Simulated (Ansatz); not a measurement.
Isolated molecules relaxed with PBE0-D4/def2-TZVP in Ansatz; ΔE leaves out vibrations. CCSD(T)/CBS is the MP2 limit (def2-TZVPP, def2-QZVPP) plus CCSD(T) − MP2 in def2-TZVPP, frozen cores. This one scheme is used for every species. DFT in def2-TZVPP. B3LYP here is the variant with VWN-RPA as its local correlation; programs differ in this. HSE06 is defined as in plane-wave codes. Each species was taken in one conformer, which may not be the lowest.

Consider the ligand exchange at a B–O bond: `CSBO[SiH3]` + H₂S → `CSBS` + `O[SiH3]`.

```tsv
level	ΔE (kJ/mol)	difference from CCSD(T)/CBS
LDA (SPW92)	38.0	-5.4
PBE-D4	33.3	-10.1
revPBE-D4	32.6	-10.8
BLYP-D4	44.9	1.5
r2SCAN-D4	38.8	-4.6
B97M-V	41.9	-1.5
B3LYP-D4	47.1	3.7
r2SCANh-D4	39.6	-3.8
r2SCAN0-D4	40.8	-2.6
HSE06-D4	36.5	-6.9
BHLYP-D4	52.1	8.7
CAM-B3LYP-D4	51.2	7.8
ωB97X-V	44.5	1.1
ωB97M-V	45.3	1.9
B2PLYP	43.7	0.3
PBE	31.4	-12.0
revPBE	28.8	-14.6
r2SCAN	38.0	-5.4
B3LYP	44.2	0.8
r2SCANh	38.8	-4.6
r2SCAN0	39.9	-3.5
HSE06	34.7	-8.7
BHLYP	49.6	6.2
CAM-B3LYP	49.2	5.8
LC-ωPBE	40.0	-3.4
RPA@PBE/def2-TZVPP	46.4	3.0
HF/def2-SVP	65.2	21.8
MP2/def2-SVP	51.9	8.5
CCSD/def2-SVP	56.8	13.4
CCSD(T)/def2-SVP	55.4	12.0
HF/def2-TZVPP	57.2	13.8
MP2/def2-TZVPP	39.9	-3.5
SCS-MP2/def2-TZVPP	44.2	0.8
CCSD/def2-TZVPP	47.4	4.0
CCSD(T)/def2-TZVPP	45.0	1.6
HF/def2-QZVPP	58.9	15.5
SCS-MP2/def2-QZVPP	43.8	0.4
HF/CBS(def2)	59.1	15.7
MP2/CBS(def2)	38.3	-5.1
CCSD/CBS(def2)	45.8	2.4
CCSD(T)/CBS	43.4	0
```

Largest T1 diagnostic among the species: 0.013.

Leaving LDA and LC-ωPBE aside and taking each functional with its dispersion term where it has one, the values spread over 19.5 kJ/mol, from revPBE-D4 to BHLYP-D4. LDA lies +6.7 kJ/mol from PBE without D4. At CCSD(T), def2-SVP lies +12.0 kJ/mol from the extrapolated value and def2-TZVPP +1.6 kJ/mol. In def2-TZVPP, CCSD(T) changes the Hartree–Fock value by −12.2 kJ/mol (the triples alone add −2.4 kJ/mol) and MP2 by −17.4 kJ/mol.
